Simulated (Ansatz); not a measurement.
`C[O][Al]([OH])[SiH3]` and `C[O][Al]([OH])[Br]` differ in one atom or group.

Ansatz, PBE0-D4/def2-TZVP geometries, multiplicity 1. Each molecule was computed in one conformer, which needn't be the lowest.

Scalar relativity is left out up to krypton.

```json
{"property": "zero-point energy (PBE0-D4/def2-TZVP) / kJ/mol", "`C[O][Al]([OH])[SiH3]`": "211.2"}
{"property": "ideal-gas entropy at 298 K and 1 bar (rigid rotor, harmonic PBE0-D4/def2-TZVP) / J/(mol·K)", "`C[O][Al]([OH])[SiH3]`": "403"}
{"property": "HOMO energy (ωB97M-V/def2-TZVPP) / eV", "`C[O][Al]([OH])[SiH3]`": "-9.84"}
{"property": "LUMO energy (ωB97M-V/def2-TZVPP) / eV", "`C[O][Al]([OH])[SiH3]`": "0.85"}
{"property": "size of the dipole moment (ωB97M-V/def2-TZVPP) / D", "`C[O][Al]([OH])[SiH3]`": "1.45"}
{"property": "LUMO energy (PBE/def2-TZVPP) / eV", "`C[O][Al]([OH])[SiH3]`": "-1.58"}
```

Question: Give the same properties after the change, and the shifts. (Estimate.)

Answer: Computed: 
```
                                                                                  property  `C[O][Al]([OH])[Br]`  shift
                                            zero-point energy (PBE0-D4/def2-TZVP) / kJ/mol                 150.7  -60.5
ideal-gas entropy at 298 K and 1 bar (rigid rotor, harmonic PBE0-D4/def2-TZVP) / J/(mol·K)                   376    -27
                                                     HOMO energy (ωB97M-V/def2-TZVPP) / eV                -10.76  -0.92
                                                     LUMO energy (ωB97M-V/def2-TZVPP) / eV                  0.93   0.08
                                        size of the dipole moment (ωB97M-V/def2-TZVPP) / D                  0.36  -1.09
                                                         LUMO energy (PBE/def2-TZVPP) / eV                 -1.57   0.01
```

With PBE0 the HOMO falls by 0.64 eV and the LUMO rises by 0.11 eV, so the gap widens by about 0.75 eV. PBE moves the HOMO by -0.39 eV and ωB97M-V by -0.92 eV. The zero-point energy changes by -60.5 kJ/mol with -9 modes. Dipoles are sizes alone; their direction can turn. Modes under 60 cm⁻¹, often nearly free rotors, make the harmonic entropy too high.

Spin–orbit coupling is left out; it splits and shifts lone-pair levels of the heavy atoms by tenths of an eV.
